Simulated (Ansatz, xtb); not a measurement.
Ranking isomers of C5H7BBrF

3 gas-phase structures of C5H7BBrF, from a drawn sample of its isomers (lower ones may exist). Each was relaxed with GFN2-xTB; where two conformers were screened, the lower at r2SCAN-D4/def2-SVP is listed:

A. `C=C(C)/C=C(/Br)BF`, a singlet
B. `FB(Br)[C@@H]1CC12CC2`, a singlet
C. `C=C/C=C(\F)CBBr`, a singlet

Task: Estimate their order in r2SCAN-D4/def2-SVP energy at these geometries, lowest first.

Result: Calculated order at r2SCAN-D4/def2-SVP: B (0.000), A (0.890), C (1.613) eV.

Energies above the lowest of each column, in eV; the last columns are at B3LYP-D3(BJ)/def2-SVP geometries:

```csv
structure,GFN2-xTB,HF/STO-3G,r2SCAN-D4/def2-SVP,B3LYP-D3(BJ)/def2-SVP,CCSD(T)/def2-SVP + ΔMP2/def2-TZVPP
B,0.000,0.000,0.000,0.000,0.000
A,1.054,1.555,0.890,0.550,0.477
C,1.433,2.179,1.613,1.320,1.315
```

Every level run on B puts it lowest or level with the lowest. Flexible structures stand in one conformer each, not always the lowest. The ΔMP2 step shifts differences by up to 0.263 eV, which makes them less sure. ΔMP2 is the change of the MP2 energy from the smaller to the larger basis.

Programs: Ansatz 0.2.0, xtb 6.7.1.
